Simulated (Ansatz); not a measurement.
Single points on In3P3⁺.

```yaml
crystal:
  periodic: [false, false, false]
  atoms:
    - {symbol: In, position_ang: [-1.032747, -2.142998, -1.866822]}
    - {symbol: In, position_ang: [2.601877, 0.723509, 1.505048]}
    - {symbol: In, position_ang: [-2.424894, 0.306810, 0.477043]}
    - {symbol: P, position_ang: [0.008770, 1.565064, 0.423383]}
    - {symbol: P, position_ang: [0.300457, -0.745223, 0.703811]}
    - {symbol: P, position_ang: [0.546527, 0.292827, -1.242463]}
basis:
  gaussian: {orbitals: STO-3G}
total_charge: 1
magnetization: {spin_polarized: true, initial_magnetization: 1}
hamiltonian: {xc: hf}
scf: {omitted_lower_state_checks: [starts]}
output: {orbitals: {seedname: orbitals}}
```

The file start.molden holds the orbitals of an earlier run on this structure, at another level or in another basis.

```sh
$ ansatz run in.yaml --threads 4 --pin off --events-out ev --progress --plain --max-ram 4787MiB
```

Output, abridged:

```
Functional definition: HF
1395 factors; integrals over basis functions are off by at most 1.5e-4 eV
mean field evaluation 1: about -491414.5828 eV, gradient 1.0e1 eV
mean field evaluation 2: about -491414.6880 eV, gradient 1.0e1 eV
mean field evaluation 4: about -491416.5367 eV, gradient 1.8e0 eV
mean field evaluation 8: about -491416.9018 eV, gradient 5.0e-1 eV
mean field evaluation 16: about -491416.9567 eV, gradient 2.6e-5 eV
mean field -491416.95666033 eV, -18059.2400628905 hartree, gradient 2.6e-5 eV, S^2 1.158535; 0 other end points of the search recorded, 0 dependent functions left out
reference -491416.95666033 eV, -18059.2400628905 hartree; 96, 95 occupied and 12, 13 virtual orbitals, 1395 factors
Total energy: -491416.95666033 eV, -18059.2400628905 hartree
Checks for a lower state left out: starts
```

Hardware: 4 threads of Arm Neoverse V1 on a shared host. Wall time 11 s, peak host memory 0.73 GiB.

As the first input, with `gaussian: {orbitals: def2-TZVP, initial_orbitals: start.molden}`, `hamiltonian: {xc: {name: LC-wPBE}}` (abridged; 20 s):

```
Functional definition: LC-wPBE
mean field -43378.07574490 eV, -1594.1148809094 hartree, gradient 2.5e-5 eV, S^2 0.784540
Total energy: -43378.07574491 eV, -1594.1148809097 hartree
Checks for a lower state left out: starts
```

As the first input, with `gaussian: {orbitals: def2-SVP, initial_orbitals: start.molden}`, `hamiltonian: {xc: pbe0, dispersion: d4}` (abridged; 7 s):

```
Functional definition: PBE0
mean field -43366.17762902 eV, -1593.6776332156 hartree, gradient 2.1e-5 eV, S^2 0.761451
Total energy: -43366.63446660 eV, -1593.6944216869 hartree
Checks for a lower state left out: starts
```

Geometry: PBE-D4/def2-SVP.

In the def2 sets In takes a core potential, while STO-3G treats all electrons; there is no spin–orbit coupling. LC-ωPBE has ω = 0.4 bohr⁻¹. At HF/STO-3G the charge 1 doublet is spin-contaminated (final ⟨S²⟩ up to 1.16, 0.75 for a pure state). The structure comes from a short search, and lower isomers may exist.
